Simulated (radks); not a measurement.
Values are calculated unless marked as measured or tabulated.
Species: the silver ion Ag2+. Configuration: [Kr] 4d9. Code: a radial shooting solver on a logarithmic mesh with Libxc functionals. Model: Dirac Kohn-Sham, PBE, spin-unpolarised, spherical densities, finite nucleus; open shells fill j = l - 1/2 first; Fermi nuclear charge, rms radius 4.5454 fm.

Normalised radial functions P(r) = r R(r) (large component), r in bohr:

```
   r/bohr * 3d5/2, o 4p1/2 (the largest magnitude, 1.7, reaches the edge; | marks zero, & curves that meet)
 0.004603                             &
 0.005994                             &
 0.007805                             *o
  0.01016                             *o
  0.01323                             *o
  0.01737                             * o
  0.02262                             *  o
  0.02945                             |*  o
  0.03835                             |*   o
  0.04994                             |  *  o
  0.06555                             |    * o
  0.08535                             |     o *
   0.1111                             |  o         *
   0.1447                            o|                 *
   0.1899                      o      |                       *
   0.2473                   o         |                          *
   0.3221                     o       |                          *
   0.4194                            o|                     *
   0.5461                             |        o     *
   0.7168                             |      *         o
   0.9333                             |  *              o
    1.215                             |*            o
    1.582                             *       o
    2.061                             *  o
    2.705                             *o
    3.522                             &
    4.586                             &
```

3d5/2: eigenvalue -378.37 eV, 0 radial nodes, <r> = 0.347 bohr, 90 % of the charge inside 0.549 bohr. 4p1/2: eigenvalue -84.449 eV, 2 radial nodes at r = 0.136, 0.435 bohr, <r> = 0.975 bohr, 90 % of the charge inside 1.44 bohr.
